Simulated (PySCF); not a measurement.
Predicted microwave data (CAM-B3LYP/def2-SVPD in PySCF (dipole) on a GFN2-xTB geometry, gas phase) for one isomer of C4H3FN2Si:

| Item | Value |
| --- | --- |
| Rotational constants | A = 1763, B = 1519, C = 975.3 MHz |
| Dipole components | \|μa\| = 1.85 D, \|μb\| = 4.03 D, \|μc\| = 1.82 D |
| Inertial defect | -101.22 u·Å² |
| κ | 0.38 |

Task: Which candidate fits, each taken in the one conformer that was computed?
A. `[N:1]#[C:2][SiH2:3]/[CH:4]=[C:5](/[F:6])[C:7]#[N:8]` with C2–Si3–C4–C5 -152°
B. `[N:1]#[C:2]/[CH:3]=[C:4](\[C:5]#[N:6])[SiH2:7][F:8]` with C3–C4–Si7–F8 0°
C. `[N:1]#[C:2]/[CH:3]=[C:4](/[F:5])[SiH2:6][C:7]#[N:8]` with C3–C4–Si6–C7 69°

Result: C. It is N#C/C=C(/F)[SiH2]C#N, an asymmetric top, point group C1. The candidates at the same level (rigid rotor, commonest isotopes):

```csv
SMILES,A (MHz),B (MHz),C (MHz),μa (D),μb (D),μc (D),Δ (u·Å²),point group,rotor
N#C/C=C(/F)[SiH2]C#N,1763,1519,975.3,1.85,4.03,1.82,-101.22,C1,asymmetric top
N#C/C=C(\C#N)[SiH2]F,2640,1126,797.0,4.72,1.13,0.00,-6.23,Cs,asymmetric top
N#C[SiH2]/C=C(/F)C#N,3447,852.9,710.5,0.65,0.21,1.55,-27.81,C1,asymmetric top
```

`N#C/C=C(\C#N)[SiH2]F` has A 50 % too high; `N#C[SiH2]/C=C(/F)C#N` has A 96 % too high. No structure here is proved a minimum.
